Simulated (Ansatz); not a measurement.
Program: Ansatz. Geometries: PBE0-D4/def2-TZVP. ΔE: electronic, gas phase. CCSD(T)/CBS is the MP2 limit (def2-TZVPP, def2-QZVPP) plus CCSD(T) − MP2 in def2-TZVPP, frozen cores. This one scheme is used for every species. Functionals use def2-TZVPP. For Ge outer-core shells are correlated without core-valence functions, which leaves a few kJ/mol of doubt a bond. Scalar relativity is left out up to krypton. One conformer a species, not always the lowest.

Reaction (ligand exchange at the Al–N bond): `[CH3][AlH][N]([SiH3])[SiH3]` + `[SH][GeH3]` → `[CH3][AlH][S][GeH3]` + `[SiH3]N[SiH3]`

`[CH3][AlH][N]([SiH3])[SiH3]`:

```xyz
15

C     2.177   -1.363    0.304
Al    0.906   -0.110    1.080
N    -0.505    0.388    0.078
Si   -0.677   -0.209   -1.542
Si   -1.737    1.452    0.673
H     1.684   -2.157   -0.265
H     2.799   -1.833    1.070
H     2.851   -0.850   -0.392
H     1.027    0.518    2.527
H    -1.729    0.577   -2.243
H    -1.073   -1.645   -1.568
H     0.599   -0.079   -2.297
H    -1.763    2.736   -0.080
H    -3.087    0.833    0.548
H    -1.473    1.742    2.107
```

`[SH][GeH3]`:

```xyz
6

S    -0.459    1.446   -0.814
Ge   -0.079   -0.539    0.115
H     0.586    2.045   -0.219
H    -0.157   -0.438    1.646
H     1.301   -1.071   -0.302
H    -1.192   -1.444   -0.425
```

`[CH3][AlH][S][GeH3]`:

Z-matrix (Å, degrees):
```
C
Al 1 1.948
H 1 1.093 2 111.4
H 1 1.095 2 111.4 3 120.5
H 1 1.095 2 111.4 3 -120.5
S 2 2.185 1 121.2 3 179.4
H 2 1.583 1 124.3 3 -0.6
Ge 6 2.224 2 101.1 1 0.2
H 8 1.534 6 106.1 2 179.5
H 8 1.537 6 110.6 2 60.2
H 8 1.537 6 110.6 2 -61.2
```

`[SiH3]N[SiH3]`:

```xyz
10

Si   -0.707    1.343    0.366
N    -0.383   -0.121   -0.489
Si    0.846   -1.297   -0.199
H     0.428    1.576    1.292
H    -1.969    1.276    1.155
H    -0.837    2.490   -0.574
H    -1.037   -0.348   -1.226
H     1.780   -0.724    0.800
H     1.581   -1.617   -1.453
H     0.298   -2.578    0.328
```

(1) Is it downhill or uphill in electronic energy at CCSD(T)/CBS, and by how much? (Best estimate.)

(2) What do these levels give: PBE0-D4, r2SCAN, HF/def2-QZVPP, MP2/def2-QZVPP, HF/CBS(def2), MP2/CBS(def2)? (Estimate.)

Largest T1 diagnostic among the species: 0.011.

Results:

(1) Computed: Downhill: ΔE = -20.1 kJ/mol.

(2) The calculation gave: PBE0-D4 -23.6, r2SCAN -21.1, HF/def2-QZVPP -23.9, MP2/def2-QZVPP -20.5, HF/CBS(def2) -23.7, MP2/CBS(def2) -22.5 kJ/mol.

The D4 term adds +4.4 kJ/mol with B3LYP and +2.5 kJ/mol with PBE0; it sums over pairs of atoms, weighted by their polarisabilities, and B3LYP, whose exchange is more repulsive, gets the larger term. In def2-TZVPP, CCSD(T) changes the Hartree–Fock value by +9.1 kJ/mol (the triples alone add +0.6 kJ/mol) and MP2 by +6.6 kJ/mol.

B3LYP here is the variant with VWN-RPA as its local correlation; programs differ in this.
